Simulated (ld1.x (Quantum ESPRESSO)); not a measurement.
**What one change does to a pseudopotential (silver, TM)**

```json
{"Element": "silver", "Generator": "ld1.x (Quantum ESPRESSO) 7.5", "Type": "norm-conserving Troullier–Martins (Kleinman–Bylander form)", "Functional": "LDA (PZ)", "Relativity": "scalar-relativistic", "Frozen core": "[Kr]", "Valence charge": "11", "Reference configuration": "4d10 5s0 5p0 (charge +1)", "Partial waves": "5s (bound, empty): rc 1.70 bohr; 5p (bound, empty): rc 3.25 bohr; 4d (bound): rc 1.35 bohr; 4f channel at 0.05 Ry: rc 3.60 bohr", "Local potential": "the f channel", "Core correction": "a·sin(br)/r model core inside 1.35 bohr"}
```

Change: local potential all-electron potential smoothed inside 1.10 bohr (lloc = -1).

Cutoffs: the cutoffs (Ry, on a coarse ladder) from which the occupation-weighted sum of valence levels, in a spherical-Bessel basis at the reference potential, stays within 10 and 1 mRy of its value at 400 Ry; they do not see the model core or the augmentation charge, which bear on the density cutoff. Errors are all-electron minus pseudo energies relative to the spin-unpolarised reference configuration.

Problem. What does the change do?

Solution. The potential gets softer (80 Ry and 110 Ry → 80 Ry and 90 Ry); a bound ghost appears in p, s, which as a rule spoils a file; of the 9 tests that both files solve, the error grows in 4 and shrinks in 2 by more than 15 % and 0.3 meV (median size 14.7 → 21.0 meV); the range in which the d phases agree widens (upper end -0.1 → 3.0). In the separable form a ghost depends on how the local part lies against the semilocal potential of the channel, so the choice of the local part can create or remove one.

```tsv
quantity	base	changed
cutoff, loose	80 Ry	80 Ry
cutoff, tight	110 Ry	90 Ry
bound ghosts	none	s, p
error for 4d10 5s1 5p0, meV [ΔE -8.10 eV]	+0.9	-1.1
error for 4d9 5s0 5p0, meV [ΔE 22.38 eV]	-15	-55
error for 4d8 5s0 5p0, meV [ΔE 58.82 eV]	-166	-310
error for 4d9 5s1 5p1, meV [ΔE 0.47 eV]	-54	-79
error for 4d10 5s0.5 5p0, meV [ΔE -4.92 eV]	+0.4	-0.1
error for 4d10 5s0 5p1, meV [ΔE -4.08 eV]	-1.8	-1.6
error for 4d9 5s2 5p0, meV [ΔE -4.14 eV]	-44	-61
error for 4d10 5s1 5p0 (spin-polarised), meV [ΔE -8.25 eV]	+2.7	-0.4
error for 4d9 5s0 5p0 (spin-polarised), meV [ΔE 22.22 eV]	+20	-21
s: phases at 3.88 bohr within 0.05 rad from the reference energy up to (Ry; the scan ends near 5)	-0.0	0.3
p: phases at 3.88 bohr within 0.05 rad from the reference energy up to (Ry; the scan ends near 5)	0.8	1.0
d: phases at 3.88 bohr within 0.05 rad from the reference energy up to (Ry; the scan ends near 5)	-0.1	3.0
f: phases at 3.88 bohr within 0.05 rad from the reference energy up to (Ry; the scan ends near 5)	1.8	1.9
```

 A true bound ghost makes a file unfit for plane-wave use even where its test errors are small: the radial tests pick states by their node count and pass the ghost by.
